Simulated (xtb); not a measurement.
C4H6O4Zn (SMILES CC1[O][Zn]2([O]C(C)=[O]->2)<-[O]=1), singlet, from a rough starting geometry (GFN-xTB shapes and energies of metal compounds can be far from the true ones); GFN2-xTB (xtb 6.7.1).

Here is a job for xtb.
```
$ xtb mol.xyz --gfn 2 --opt vtight --json

# file mol.xyz
15

Zn    -0.00967199     0.04484286    -0.03896764
C      0.10974717     2.33438927    -2.91259226
C      0.07449512     1.37984999    -1.77549187
O     -0.48491797     0.29871669    -1.88261265
O      0.55598961     1.75197521    -0.66911780
H      0.97465399     2.96065556    -2.94610165
H      0.10986573     1.69467302    -3.89531334
H     -0.81587948     2.95160606    -2.94776558
C     -0.04289793    -2.23975578     2.98659465
C     -0.05828266    -1.36775664     1.76889902
O     -0.98276174    -0.57857508     1.57095169
O      0.90317601    -1.42713505     0.99430712
H      0.95764474    -2.50119670     3.32194483
H     -0.68872102    -1.87696352     3.76193145
H     -0.56182099    -3.24595079     2.68881067
```

Task: Write the output that xtb gives for this input, abridged.

Result: 
```
   ID    Z sym.   atoms
    1   30 Zn     1
    2    6 C      2, 3, 9, 10
    3    8 O      4, 5, 11, 12
    4    1 H      6-8, 13-15

           -------------------------------------------------
          |                Calculation Setup                |
           -------------------------------------------------

           -------------------------------------------------
          |                 G F N 2 - x T B                 |
           -------------------------------------------------

          ...................................................
          :                      SETUP                      :
          :.................................................:
          :  # basis functions                  42          :
          :  # atomic orbitals                  42          :
          :  # shells                           24          :
          :  # electrons                        48          :
          :  max. iterations                   250          :
          :  Hamiltonian                  GFN2-xTB          :
          :  restarted?                      false          :
          :  GBSA solvation                  false          :
          :  PC potential                    false          :
          :  electronic temp.          300.0000000     K    :
          :  accuracy                    1.0000000          :
          :  -> integral cutoff          0.2500000E+02      :
          :  -> integral neglect         0.1000000E-07      :
          :  -> SCF convergence          0.1000000E-05 Eh   :
          :  -> wf. convergence          0.1000000E-03 e    :
          :  Broyden damping             0.4000000          :
          :  net charge                          0          :
          :  unpaired electrons                  0          :
          ...................................................

 iter      E             dE          RMSdq      gap      omega  full diag
   1    -28.5252161 -0.285252E+02  0.559E+00    4.48       0.0  T
   2    -28.6922673 -0.167051E+00  0.313E+00    5.13       1.0  T
   3    -28.7455239 -0.532567E-01  0.175E+00    5.07       1.0  T
   4    -28.7578758 -0.123519E-01  0.555E-01    5.36       1.0  T
   5    -28.7631795 -0.530362E-02  0.111E-01    5.30       1.0  T
   6    -28.7632867 -0.107239E-03  0.665E-02    5.32       1.0  T
   7    -28.7632938 -0.707057E-05  0.124E-02    5.31       2.1  T
   8    -28.7632936  0.167976E-06  0.520E-03    5.31       5.0  T
[...]
 * total energy  :   -28.5319882 Eh     change       -0.1742902E-02 Eh
 * total energy  :   -28.5322901 Eh     change       -0.3019027E-03 Eh
 * total energy  :   -28.5323912 Eh     change       -0.1010989E-03 Eh
 * total energy  :   -28.5324736 Eh     change       -0.8241598E-04 Eh
 * total energy  :   -28.5324883 Eh     change       -0.1466507E-04 Eh
 * total energy  :   -28.5324934 Eh     change       -0.5078289E-05 Eh
 * total energy  :   -28.5324947 Eh     change       -0.1315872E-05 Eh
 * total energy  :   -28.5324954 Eh     change       -0.7202826E-06 Eh
 * total energy  :   -28.5324959 Eh     change       -0.4592586E-06 Eh
 * total energy  :   -28.5324960 Eh     change       -0.1393881E-06 Eh
 * total energy  :   -28.5324961 Eh     change       -0.1043997E-06 Eh
 * total energy  :   -28.5324962 Eh     change       -0.7908208E-07 Eh
   *** GEOMETRY OPTIMIZATION CONVERGED AFTER 14 ITERATIONS ***
         :: total energy             -28.532496206822 Eh    ::
[...]
 Mol. α(0) /au        :         85.497493

Wiberg/Mayer (AO) data.
largest (>0.10) Wiberg bond orders for each atom

 ---------------------------------------------------------------------------
     #   Z sym  total        # sym  WBO       # sym  WBO       # sym  WBO
 ---------------------------------------------------------------------------
     1  30 Zn   1.955 --    12 O    0.447     5 O    0.447     4 O    0.447
                            11 O    0.446
     2   6 C    3.959 --     3 C    0.981     7 H    0.974     6 H    0.974
                             8 H    0.948
     3   6 C    3.907 --     4 O    1.432     5 O    1.432     2 C    0.981
     4   8 O    2.278 --     3 C    1.432     1 Zn   0.447     5 O    0.257
     5   8 O    2.278 --     3 C    1.432     1 Zn   0.447     4 O    0.257
     6   1 H    0.991 --     2 C    0.974
     7   1 H    0.991 --     2 C    0.974
     8   1 H    0.990 --     2 C    0.948
     9   6 C    3.959 --    10 C    0.981    14 H    0.975    13 H    0.973
                            15 H    0.948
    10   6 C    3.907 --    11 O    1.432    12 O    1.432     9 C    0.981
    11   8 O    2.278 --    10 C    1.432     1 Zn   0.446    12 O    0.257
    12   8 O    2.278 --    10 C    1.432     1 Zn   0.447    11 O    0.257
    13   1 H    0.991 --     9 C    0.973
    14   1 H    0.991 --     9 C    0.975
    15   1 H    0.990 --     9 C    0.948
 ---------------------------------------------------------------------------

Topologies differ in total number of bonds
Writing topology from bond orders to xtbtopo.mol

molecular dipole:
                 x           y           z       tot (Debye)
 q only:       -0.032      -0.008      -0.007
   full:       -0.050      -0.013      -0.012       0.135
molecular quadrupole (traceless):
                xx          xy          yy          xz          yz          zz
 q only:      -11.342       0.413       1.820      -0.520     -16.586       9.522
  q+dip:      -10.236       0.317       1.917      -0.389     -15.034       8.319
   full:      -10.279       0.318       1.929      -0.391     -15.097       8.350

optimized geometry written to: xtbopt.xyz

           -------------------------------------------------
          | TOTAL ENERGY              -28.532496206822 Eh   |
          | GRADIENT NORM               0.000102298315 Eh/α |
          | HOMO-LUMO GAP               5.370761478084 eV   |
           -------------------------------------------------
```
